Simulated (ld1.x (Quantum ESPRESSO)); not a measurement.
## niobium PAW: all-electron and pseudo phase curves

niobium, PAW, made with ld1.x (Quantum ESPRESSO) 7.5 (LDA (PZ), scalar-relativistic). Core [Kr], reference 4d4 5s1 5p0. Waves: 5s (bound): rcut 2.60, rcutus 3.20 bohr; 5s channel at 0.8 Ry: rcut 2.60, rcutus 3.20 bohr; 5p (bound, empty): rcut 2.60, rcutus 3.10 bohr; 5p channel at 0.35 Ry: rcut 2.60, rcutus 3.10 bohr; 4d (bound): rcut 1.15, rcutus 1.45 bohr; 4d channel at 0.4 Ry: rcut 1.15, rcutus 1.45 bohr. Local part: all-electron potential smoothed inside 1.10 bohr (lloc = -1). Core correction: Bessel-smoothed model core inside 1.45 bohr. Augmentation charge: PSQ, inside the norm-conserving radii.

The phase is arctan(r·u′/u) with u = r·R(r), unwrapped; energies in Ry, scanned from -2 to 5 Ry. A pole is an energy at which the radial function vanishes at the test radius. The pseudo phase is shifted by a multiple of π to meet the all-electron one at the reference energy, and phase errors are pseudo minus all-electron; the curves can meet again beyond the range given. Levels narrower than the energy grid can be missing from the lists of poles.

```json
{"channel": "s", "radius (bohr)": "3.51", "reference energy (Ry)": "-0.31", "poles, all-electron": "0.69", "poles, pseudo": "0.69, 1.81", "unbroken range about the reference energy with phases within 0.05 rad": "below 1.7", "phase error 1 Ry above the reference energy (rad)": "-0.000"}
{"channel": "p", "radius (bohr)": "3.51", "reference energy (Ry)": "-0.09", "poles, all-electron": "1.46", "poles, pseudo": "1.43, 3.04", "unbroken range about the reference energy with phases within 0.05 rad": "below 2.0", "phase error 1 Ry above the reference energy (rad)": "-0.001"}
{"channel": "d", "radius (bohr)": "3.51", "reference energy (Ry)": "-0.24", "poles, all-electron": "-0.05, 3.00", "poles, pseudo": "-0.05, 3.00", "unbroken range about the reference energy with phases within 0.05 rad": "the whole range", "phase error 1 Ry above the reference energy (rad)": "-0.000"}
```

Note: ghost state, extra bound levels that the all-electron valence spectrum of the same l lacks: p at -73.3 eV (s not tested). A true bound ghost makes a file unfit for plane-wave use. Its overlap operator is not positive definite in a basis up to 400 Ry (lowest eigenvalue s -0.21), so the file is unfit for use: the generalised eigenproblem breaks down once the basis is large enough, and its test numbers describe a broken file.

Phases in the d channel:

```tsv
E (Ry)	all-electron	pseudo
-2.00	1.366	1.366
-1.76	1.352	1.352
-1.52	1.333	1.333
-1.28	1.308	1.308
-1.04	1.272	1.272
-0.80	1.209	1.209
-0.56	1.056	1.056
-0.32	-0.065	-0.065
-0.08	-1.530	-1.530
0.16	-1.732	-1.732
0.40	-1.847	-1.847
0.64	-1.976	-1.976
0.88	-2.196	-2.197
1.12	-2.710	-2.711
1.36	-3.644	-3.645
1.60	-4.192	-4.193
1.84	-4.416	-4.417
2.08	-4.530	-4.530
2.32	-4.599	-4.600
2.56	-4.648	-4.648
2.80	-4.686	-4.686
3.04	-4.717	-4.718
3.28	-4.746	-4.746
3.52	-4.774	-4.774
3.76	-4.803	-4.804
4.00	-4.837	-4.838
4.24	-4.880	-4.882
4.48	-4.940	-4.943
4.72	-5.038	-5.045
4.96	-5.239	-5.258
```
